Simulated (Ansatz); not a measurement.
Consider the ligand exchange at the Sn–C bond: `C#[C][Sn]([F])([F])[F]` + H–F → `[F][Sn]([F])([F])[F]` + `C#C`.

Calculated with Ansatz (gas phase, PBE0-D4/def2-TZVP geometries, no zero-point term in ΔE). CCSD(T)/CBS adds triple-zeta CCSD(T) − MP2 to the extrapolated MP2 energy (def2 sets, frozen cores). This one scheme is used for every species. Functionals use def2-TZVPP. HSE06 is defined as in plane-wave codes. def2 core potentials past Kr. For Sn outer-core shells are correlated without core-valence functions, which leaves a few kJ/mol of doubt a bond.

`C#[C][Sn]([F])([F])[F]`:

```xyz
7

C    -1.234   -1.015    1.489
C    -0.555   -0.456    0.669
Sn    0.593    0.488   -0.716
F     0.770   -0.487   -2.321
F     2.353    0.809   -0.120
F    -0.090    2.173   -1.217
H    -1.837   -1.511    2.217
```

H–F:

Cartesian coordinates in Å:
```
F 0.391 0.227 -0.083
H -0.391 -0.227 0.083
```

`[F][Sn]([F])([F])[F]`:

Cartesian coordinates in Å:
```
F 1.480 -1.141 -0.173
Sn 0.000 0.000 0.000
F 0.394 1.350 1.242
F -1.483 -0.984 0.594
F -0.391 0.775 -1.664
```

`C#C`:

Cartesian coordinates in Å:
```
C 0.345 -0.444 0.204
C -0.345 0.444 -0.204
H 0.959 -1.235 0.568
H -0.959 1.235 -0.568
```

```csv
level,ΔE (kJ/mol)
BLYP-D4,-27.6
PBE-QIDH,-9.2
HSE06,-16.6
HF/def2-SVP,-14.5
```

Q: What does CCSD(T)/CBS give? (An estimate is asked.)

A: Ansatz gave: -11.9 kJ/mol. The listed levels differ from it by -15.7, 2.7, -4.7, -2.6 kJ/mol.

Largest T1 diagnostic among the species: 0.015.

From PBE to PBE0 (25 % exact exchange), in def2-TZVPP and without D4, ΔE moves by +7.7 kJ/mol. At CCSD(T), def2-SVP lies −6.8 kJ/mol from the extrapolated value and def2-TZVPP +5.5 kJ/mol.
